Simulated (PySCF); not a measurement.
Broadened absorption spectrum of C5H9F3O

C5H9F3O.
InChI=1S/C5H9F3O/c1-2-9-4-3-5(6,7)8/h2-4H2,1H3

Method used: TDDFT wB97X-D/def2-SVPD, vertical, gas phase, core orbitals frozen in the response (PySCF 2.14.0, density-fitted response routines). One conformer (not necessarily the lowest) at the PBE0-D3(BJ)/def2-SVP geometry, without solvent, vibrations or thermal averaging. Torsions of this conformer, `[CH3:1][CH2:2][O:3][CH2:4][CH2:5][C:6]([F:7])([F:8])[F:9]`: C1–C2–O3–C4 -73°, C2–O3–C4–C5 -172°, O3–C4–C5–C6 -179°, C4–C5–C6–F7 61°.

Computed states:

```json
{"state": "S1", "E (eV)": "7.74", "f": "0.017"}
{"state": "S2", "E (eV)": "8.46", "f": "0.0089"}
{"state": "S3", "E (eV)": "8.62", "f": "0.030"}
{"state": "S4", "E (eV)": "8.66", "f": "0.036"}
{"state": "S5", "E (eV)": "9.05", "f": "0.019"}
{"state": "S6", "E (eV)": "9.13", "f": "0.0031"}
{"state": "S7", "E (eV)": "9.55", "f": "0.012"}
{"state": "S8", "E (eV)": "9.81", "f": "0.095"}
{"state": "S9", "E (eV)": "9.84", "f": "0.014"}
{"state": "S10", "E (eV)": "9.98", "f": "0.0031"}
```

Each state is given a Gaussian of 0.5 eV full width at half maximum, with ε(max) = 2.175×10⁸ f / Δν̃ (Δν̃ the width in cm⁻¹). The width is an assumption, not a result. The curve ends short of the highest state used, and states not computed would add to its high-energy end.

Task: What does the envelope look like, and where are its maxima?

Result: 
(E (eV), ε (L mol⁻¹ cm⁻¹)): (6.99, 2), (7.06, 5), (7.13, 14), (7.20, 35), (7.26, 70), (7.33, 140), (7.40, 252), (7.47, 406), (7.54, 586), (7.60, 737), (7.67, 870), (7.74, 923), (7.81, 881), (7.88, 763), (7.95, 615), (8.01, 510), (8.08, 466), (8.15, 555), (8.22, 819), (8.29, 1274), (8.35, 1802), (8.42, 2516), (8.49, 3217), (8.56, 3753), (8.63, 4001), (8.69, 3950), (8.76, 3631), (8.83, 3151), (8.90, 2644), (8.97, 2199), (9.04, 1845), (9.10, 1605), (9.17, 1395), (9.24, 1283), (9.31, 1330), (9.38, 1611)

Maxima: 160 nm (7.74 eV), ε about 920, made up of S1 (100%); 143 nm (8.65 eV), ε about 4000, made up of S3 (40%) and S4 (48%) (ε in L mol⁻¹ cm⁻¹; maxima over ε = 5, shares over 10%). At its high-energy end, 9.38 eV, the curve is still rising (ε about 1600, from S5, S7 and S8).

Task: What would ε be at 8.65 eV, the highest of these maxima, with half the width (0.25 eV)?

Result: About 7120 L mol⁻¹ cm⁻¹ against 4010, a factor of about 1.8; a lone state at its own centre would give exactly 2.

Task: Coming from long wavelengths, where does ε first pass 100 L mol⁻¹ cm⁻¹?

Result: At about 170 nm (7.30 eV), 0.45 eV below S1.

All these states lie below the vertical ionisation energy of 10.05 eV (ΔSCF).
